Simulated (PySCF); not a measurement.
Species: C6H10N3 (charge +1).
SMILES with atom numbers: `[CH3:1][n:2]1[cH:3][cH:4][n+:5]([CH:6]2[CH2:7][CH2:8]2)[n:9]1`

NICS = −σ at a ghost point: NICS(0) at the centroid of the ring atoms, NICS(1) 1 Å to either side along the normal of their mean plane, zz for the tensor component along that normal. Level: GIAO PBE0/pcSseg-1 (PySCF, non-relativistic, gas phase) on the GFN2-xTB geometry, one conformer.

Rings: 1. N2–C3–C4–N5–N9; 2. C6–C7–C8.

```json
{"set": "P", "NICS(0)": "-13.8", "NICS(1), two faces": "-12.1 / -12.2", "NICS(1)zz, two faces": "-29.4 / -29.5"}
{"set": "Q", "NICS(0)": "-40.5", "NICS(1), two faces": "-6.5 / -8.1", "NICS(1)zz, two faces": "-20.9 / -23.3"}
```

Q: Which set (ppm) belongs to which ring?

A: P = 1, Q = 2.
- 1 (5-membered ring with 3 N; formal bonds all aromatic): mean NICS(1)zz -29.5 ppm, shielded, aromatic by this magnetic criterion (flat ring, no four-coordinate atom).
- 2 (3-membered carbocycle; formal bonds all single): mean NICS(1)zz -22.1 ppm, shielded. C6, C7, C8 have four or more neighbours, so the value isn't read as a sign of a π ring current.

Q: How do the rings differ in shape?

A: 
| ring | bond lengths (Å) | rms pucker (Å) | HOMA | nearest outside atom to a NICS(1) probe (Å) |
| --- | --- | --- | --- | --- |
| 1 | 1.347, 1.374, 1.352, 1.299, 1.301 | 0.00 | 0.98 | hydrogen 2.44 |
| 2 | 1.506, 1.490, 1.506 | 0.00 | – | hydrogen 1.45 |

HOMA = 1 − mean of α(R − Ropt)² over the ring bonds, with Krygowski's 1993 parameters (CC: Ropt 1.388 Å, α 257.7 Å⁻²; CN: Ropt 1.334 Å, α 93.52 Å⁻²; NN: Ropt 1.309 Å, α 130.33 Å⁻²). A dash marks a ring with a four-coordinate atom, a triple bond, no multiple bond or a kind of bond without parameters.

The values belong to the conformer `[CH3:1][n:2]1[cH:3][cH:4][n+:5]([CH:6]2[CH2:7][CH2:8]2)[n:9]1`: C4–N5–C6–C7 -35°.
